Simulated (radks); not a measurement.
Results of a calculation; reference values are marked as such.
Coulomb parameter of the 5d shell of neutral rhenium in the model configuration [Xe] 4f14 5d5.5 6s1.5, as a second difference U = [E(n + 0.25) + E(n - 0.25) - 2 E(n)] / (0.25)^2 with all orbitals relaxed. "Bare": the charge of the atom changes with n. "Screened": the 6s shell takes up the change at fixed total charge, which measures U(5d,5d) + U(6s,6s) - 2 U(5d,6s). Code: a radial shooting solver on a logarithmic mesh with Libxc functionals. Model: scalar-relativistic Kohn-Sham, PBE, spin-unpolarised, spherical densities, point nucleus.

case                      configuration  E - E(n) (eV)
start             [Xe] 4f14 5d5.5 6s1.5          0.000
bare +0.25       [Xe] 4f14 5d5.75 6s1.5         -0.914
bare -0.25       [Xe] 4f14 5d5.25 6s1.5          1.426
screened +0.25  [Xe] 4f14 5d5.75 6s1.25          0.259
screened -0.25  [Xe] 4f14 5d5.25 6s1.75         -0.215

U(bare) = 8.195 eV, U(screened by 6s) = 0.717 eV, against the Slater integral F0(5d,5d) = 12.615 eV with frozen orbitals. The step up makes a negative ion, whose loosely bound charge lowers the bare value.
